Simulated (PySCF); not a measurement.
CH4ClFOSi2, SMILES O=C([SiH2]F)[SiH2]Cl.

Geometry: PBE0-D3(BJ)/def2-SVP. The structure was generated by enumeration, and PubChem lists no compound with its InChIKey, so it may never have been made. One conformer was computed; it need not be the lowest.

All values below come from TDDFT-B3LYP/def2-SVPD in PySCF.

Vertical excitations. Gas-phase values at a fixed geometry.

Question: Give excitation energies, oscillator strengths and character. (An estimate is asked for; the answer gives what the named calculation found.)

Answer: 
| state | energy (eV) | λ (nm) | f | main pairs |
|---|---|---|---|---|
| S1 | 2.44 | 507 | 0.000 | HOMO→LUMO 99 % |
| S2 | 4.91 | 252 | 0.009 | HOMO→LUMO+1 99 % |
| S3 | 5.38 | 230 | 0.002 | HOMO−1→LUMO 99 % |
| S4 | 5.74 | 216 | 0.010 | HOMO→LUMO+2 88 % |
| S5 | 5.77 | 215 | 0.006 | HOMO−2→LUMO 90 % |
| S6 | 6.09 | 204 | 0.007 | HOMO→LUMO+3 96 % |
| S7 | 6.26 | 198 | 0.010 | HOMO−3→LUMO 90 % |
| S8 | 6.42 | 193 | 0.216 | HOMO→LUMO+4 88 % |
| S9 | 6.65 | 187 | 0.127 | HOMO→LUMO+5 89 % |
| S10 | 6.90 | 180 | 0.019 | HOMO−4→LUMO 66 %, HOMO→LUMO+7 13 % |
| T1 | 1.80 | 690 | 0 | HOMO→LUMO 98 % |
| T2 | 4.67 | 265 | 0 | HOMO→LUMO+1 98 % |
| T3 | 5.19 | 239 | 0 | HOMO−1→LUMO 64 %, HOMO−3→LUMO 12 %, HOMO−7→LUMO 11 % |
| T4 | 5.36 | 232 | 0 | HOMO−1→LUMO 32 %, HOMO−3→LUMO 22 %, HOMO−7→LUMO 16 %, HOMO−2→LUMO 15 % |
Triplets are in the Tamm–Dancoff approximation, which puts them higher than full response would, so one can lie above its singlet here.
